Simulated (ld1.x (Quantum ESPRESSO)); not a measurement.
## Before and after: TM potential for vanadium (V)

vanadium (V), norm-conserving Troullier–Martins (Kleinman–Bylander form), made with ld1.x (Quantum ESPRESSO) 7.5 (LDA (PZ), scalar-relativistic). Core [Ar], reference 3d3 4s2 4p0. Waves: 4s (bound): rc 2.45 bohr; 4p (bound, empty): rc 2.60 bohr; 3d (bound): rc 1.50 bohr. Local part: all-electron potential smoothed inside 1.60 bohr (lloc = -1). Core correction: none.

Change: local potential all-electron potential smoothed inside 2.55 bohr (lloc = -2).

Cutoffs: the cutoffs (Ry, on a coarse ladder) from which the occupation-weighted sum of valence levels, in a spherical-Bessel basis at the reference potential, stays within 10 and 1 mRy of its value at 400 Ry; they do not see the model core or the augmentation charge, which bear on the density cutoff. Errors are all-electron minus pseudo energies relative to the spin-unpolarised reference configuration.

Problem. How do hardness, ghosts and transferability respond?

Solution. The potential gets neither clearly harder nor softer (90 Ry and 100 Ry → 90 Ry and 100 Ry); the bound ghost in s disappears; the number of tests that count goes from 9 to 5; of the 5 tests that both files solve, the error grows in 3 and shrinks in 0 by more than 15 % and 0.3 meV (median size 68.9 → 65.1 meV); the range in which the s phases agree narrows (upper end 2.8 → 1.3). In the separable form a ghost depends on how the local part lies against the semilocal potential of the channel, so the choice of the local part can create or remove one.

```tsv
quantity	base	changed
cutoff, loose	90 Ry	90 Ry
cutoff, tight	100 Ry	100 Ry
bound ghosts	s	none
tests counted (converged, no solver errors)	9 of 9	5 of 9
error for 3d3 4s1 4p0, meV [ΔE 7.94 eV]	+6.4	+7.6
error for 3d3 4s0 4p0, meV [ΔE 22.49 eV]	+69	+65
error for 3d3 4s1.5 4p0, meV [ΔE 3.18 eV]	+0.8	+1.2
error for 3d2 4s2 4p1, meV [ΔE 5.91 eV]	-148	-179
error for 3d3 4s2 4p0 (spin-polarised), meV [ΔE -1.63 eV]	+3109	+3149
s: phases at 2.85 bohr within 0.05 rad from the reference energy up to (Ry; the scan ends near 5)	2.8	1.3
p: phases at 2.85 bohr within 0.05 rad from the reference energy up to (Ry; the scan ends near 5)	0.2	1.0
d: phases at 2.85 bohr within 0.05 rad from the reference energy up to (Ry; the scan ends near 5)	1.2	0.6
```

Base: These tests converged, but a pseudo level misses the all-electron one widely, so the file describes the atom poorly there or has found another state: 3d2 4s0 4p0: empty 4s by 4.5 eV (a node warning on the way). Changed file: Tests not counted: 3d2 4s0 4p0 (solver errors, printed error +55 meV); 3d4 4s1 4p0 (solver errors, printed error -125 meV); 3d4 4s0 4p0 (solver errors, printed error -199 meV); 3d3 4s1 4p0 (spin-polarised) (solver errors, printed error +3.6 eV). A true bound ghost makes a file unfit for plane-wave use even where its test errors are small: the radial tests pick states by their node count and pass the ghost by.
